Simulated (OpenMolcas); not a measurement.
## Re3+: effect of the IPEA shift

- Program: OpenMolcas 26.06
- Basis: ANO-RCC-VTZP [8s7p5d3f2g1h]
- Scalar Hamiltonian: DKH2, point nucleus
- Active space: 4 electrons in 5 orbitals (5d)
- State averaging: 2S+1 = 5 even, 5 roots; 2S+1 = 3 even, 45 roots; 2S+1 = 1 even, 50 roots
- Spin-orbit coupling: state interaction with AMFI integrals over the reference wave functions, term energies averaged over their components

Methods on the same reference wave functions:
A. CASSCF
B. MS-CASPT2, IPEA 0 Eh, imaginary shift 0.1 Eh (closed shells correlated: 5s 5p)
C. MS-CASPT2, IPEA 0.25 Eh, imaginary shift 0.1 Eh (closed shells correlated: 5s 5p)

Energies in cm-1 above 5d4 5D0, the measured ground level; measured values from the list in Brasseur, Gamrath and Quinet, At. Data Nucl. Data Tables 157, 101636 (2024).

| Level | A | B | C | Measured |
| --- | --- | --- | --- | --- |
| 5d4 5D0 [65 %] | 0.0 | 0.0 | 0.0 | 0.0 |
| 5d4 5D1 | 2445 | 3310 | 3070 | 3084 |
| 5d4 5D2 | 5119 | 6380 | 6000 | 5979 |
| 5d4 5D3 | 7596 | 8790 | 8440 | 8350 |
| 5d4 5D4 | 9768 | 10520 | 10320 | 10121 |
| 5d4 3P0(1) [55 %] | 17809 | 15000 | 15520 |  |
| 5d4 3H4 [57 %] | 19225 | 18100 | 18100 | 16946 |
| 5d4 3H5 | 23190 | 22150 | 22190 | 20930 |
| 5d4 3G3 [56 %] | 23246 | 20990 | 21330 | 19817 |
| 5d4 3P1(1) | 23821 | 19910 | 20830 | 19340 |
| 5d4 3F2(1) [72 %] | 24338 | 20870 | 21630 | 19851 |
| 5d4 3H6 | 25143 | 24240 | 24160 | 22896 |
| 5d4 3P2(1) [60 %] | 29576 | 25170 | 26170 |  |
| 5d4 3F3(1) [53 %] | 30745 | 27720 | 28380 |  |
| 5d4 3D3 [63 %] | 33210 | 29820 | 30210 | 28526 |
| 5d4 3G5 | 33254 | 31570 | 31700 | 30052 |
| 5d4 1I6 | 35491 | 34320 | 33990 | 32396 |
| 5d4 3D1 | 36622 | 33070 | 33560 | 31543 |
| 5d4 1G4(1) [52 %] | 40648 | 38010 | 38260 |  |
| 5d4 1S0(1) | 42121 | 37930 | 38450 | 36484 |
| 5d4 1F3 [70 %] | 45914 | 40570 | 40970 | 38458 |
| 5d4 3P2(2) | 50646 | 44370 | 44950 |  |
| 5d4 3F4(2) [68 %] | 52212 | 47410 | 47480 |  |
| 5d4 3F2(2) [75 %] | 54104 | 48790 | 49120 |  |

Deviations, from unrounded energies. A percentage is the sum of absolute deviations over the sum of measured energies, with the sign that they share, or ± where signs differ.

```csv
Against measurement,Levels,A,B,C
mean absolute deviation (cm-1),16,3200,1100,1300
fine structure of the ground term (%),4,-9.5,+5.3,±1.2
other terms of the ground configuration (%),12,+15.2,+5.1,+6.3
```

B lies closest to measurement on these levels and A furthest from it. The largest miss of B in the table is 5d4 1F3 [70 %], by +2100 cm-1. The ranking rests on the paired levels alone, and a cruder setting can come out closer through cancelling errors.

Between B and C the level of the table that moves most is 5d4 3P2(1) [60 %], by 1000 cm-1 (lowest in B, highest in C). Moves below CASPT2's spread within the term are not significant.

The mean deviations of B to C differ by less than CASPT2's widest spread within a term (1200 cm-1), so their order carries little weight.

From A to B the spin-free energies of the other terms of 5d4 shown, above 5D, scale by factors of 0.67 to 0.89.

The lowest spin-free term lies below A's lowest term by 0.284 hartree in B, 0.276 hartree in C.

CASPT2 does not keep the components of a term degenerate, so their means are used; among the terms shown or strongly mixed into the levels shown the widest spread is 1200 cm-1 (5d4 1I, C). Without dynamic correlation excited terms often stand tens of per cent too high (terms of higher spin than the ground term too low), and those without a measured partner can miss by more than the paired ones (holds for A). Some levels mix across a computed gap that differs much from the measured one, so their mixing is not that of the real levels (holds for A). The CASPT2 spread within a term exceeds the gap to the next term for 5d4 3D and 5d4 1I, 5d4 1I and 5d4 1G(1), so the order of their levels is uncertain (holds for C). Measured partners are found by configuration, term and J. A level has none where our copy of the source lacks it or the pairing is in doubt (some pairs that miss far off the trend of their configuration count as doubtful), and it then counts in no deviation. Only configurations of the active space appear. The table leaves out levels that lie high or whose names do not pair safely across all columns.

A share in square brackets marks a mixed level and gives the weight of the term that names it, the lowest over the columns. A number in round brackets counts repeated terms of one configuration in the order of the reference energies.
